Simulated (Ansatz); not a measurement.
Program: Ansatz. Geometries: PBE0-D4/def2-TZVP. ΔE: electronic, gas phase. CCSD(T)/CBS adds triple-zeta CCSD(T) − MP2 to the extrapolated MP2 energy (def2 sets, frozen cores). DFT in def2-TZVPP. For Ge outer-core shells are correlated without core-valence functions, which leaves a few kJ/mol of doubt a bond. Scalar relativity is left out up to krypton. Each species was taken in one conformer, which may not be the lowest.

`[SiH3][SiH2][GeH2][GeH2][GeH2][SiH3]` + `[SiH3][SiH2][SiH2][GeH3]` → `[SiH3][SiH2][GeH2][SiH2][SiH3]` + `[SiH3][GeH2][GeH2][SiH2][GeH3]`  (redistribution)

```csv
level,ΔE (kJ/mol)
PBE-D4,0.9
r2SCAN-D4,-0.2
revPBE,-2.0
HF/def2-TZVPP,-1.1
```

(1) What does CCSD(T)/CBS give? (Best estimate.)

Largest T1 diagnostic among the species: 0.013.

Results:

(1) The calculation gave: 0.0 kJ/mol. The listed levels differ from it by 0.9, -0.2, -2.0, -1.1 kJ/mol.

Leaving LDA and LC-ωPBE aside and taking each functional with its dispersion term where it has one, the values, not all of them listed here, spread over 2.3 kJ/mol, from ωB97M-V to BLYP-D4.
